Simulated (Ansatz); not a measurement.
Molecule: CuF₂ (charge +1, triplet). The spin state was set by rule; other spins were not relaxed. 
Structure (B3LYP-D3(BJ)/def2-TZVP (Ansatz, a first-principles code) minimum search):
```
Cu
F 1 1.7108
F 1 1.7108 2 180.00
```
Charge +1, spin multiplicity 3.

Parts of the frozen-core correlation energy in def2-SVPD (Ansatz, hartree). Frozen orbitals: 11; correlated occupied orbitals by spin: 13 and 11; virtual: 56 and 58. UHF or UKS for open shells. Spin-orbit coupling is left out. Non-relativistic.

```
term                             value
-------------------------  -----------
reference (HF)             -1837.05259
MP2 opposite-spin             -0.38839
MP2 same-spin                 -0.17721
CCSD correlation              -0.58644
(T)                           -0.02213
T1 diagnostic                    0.074
largest doubles amplitude        0.073
<S^2> of the reference           2.008
```
